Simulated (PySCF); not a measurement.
A GIAO shielding run with PySCF 2.14 (density fitting, non-relativistic, gas phase) on SMILES C#CCS[SiH2]SC, C4H8S2Si:

```
$ OMP_NUM_THREADS=1 python probes_run.py task.json out

{"job": {"kind": "nmr", "xc": "PBE0", "basis": "pcSseg-1"}, "charge": 0, "multiplicity": 1}
C     -2.256621     1.627104     0.504957
C     -2.299995     0.476635     0.175197
C     -2.287423    -0.919661    -0.160062
S     -1.334915    -1.907029     1.077478
Si     0.601583    -1.033549     0.902823
S      1.001124    -0.613763    -1.158729
C      2.690802     0.024307    -0.984821
H     -2.248615     2.643955     0.761104
H     -3.294304    -1.336725    -0.141367
H     -1.828994    -1.084975    -1.136057
H      1.523820    -2.042379     1.393934
H      0.683601     0.221748     1.638138
H      3.335982    -0.755064    -0.592601
H      3.019171     0.315828    -1.976779
H      2.690372     0.885902    -0.325127
```

Hardware: 1 thread of an Arm Neoverse N1, shared host. The job also computes population analyses, field gradients.

(1) How large is the calculation?

(2) How long does it take, and how much memory does it need?

Answers

(1) 78 electrons, 180 basis functions and 1003 auxiliary functions.

(2) 47 s of wall time, with 14 SCF cycles and 5 response iterations; peak memory 0.82 GiB. Times on a shared host scatter by some tens of per cent.
